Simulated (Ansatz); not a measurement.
Compare A (`C[SiH](O)O[SiH2]O`) with its isomer B (`O[SiH2]C[SiH](O)O`).

Computed with Ansatz on PBE0-D4/def2-TZVP structures; ΔE is electronic, products minus reactants. CCSD(T)/CBS is the MP2 limit (def2-TZVPP, def2-QZVPP) plus CCSD(T) − MP2 in def2-TZVPP, frozen cores. Functionals use def2-TZVPP. B3LYP here is the variant with VWN-RPA as its local correlation; programs differ in this. Each species was taken in one conformer, which may not be the lowest.

Which is lower in electronic energy at CCSD(T)/CBS, and by how much? (Estimate.)

Ansatz gave: A, by 112.7 kJ/mol.

Give E(B) − E(A) in kJ/mol with B3LYP, PBE0-D4, r2SCAN-D4, B3LYP-D4, ωB97M-V, MP2/def2-TZVPP, PBE-D4. (Best estimate.)

Ansatz gave: B3LYP 117.5, PBE0-D4 103.7, r2SCAN-D4 111.5, B3LYP-D4 115.0, ωB97M-V 110.6, MP2/def2-TZVPP 112.7, PBE-D4 98.7. None reverses the order clearly.

Largest T1 diagnostic: 0.011.

From PBE to PBE0 (25 % exact exchange), in def2-TZVPP and without D4, E(B) − E(A) moves by +4.7 kJ/mol. In def2-TZVPP, CCSD(T) changes the Hartree–Fock value by −23.8 kJ/mol (the triples alone add −3.3 kJ/mol) and MP2 by −23.9 kJ/mol.
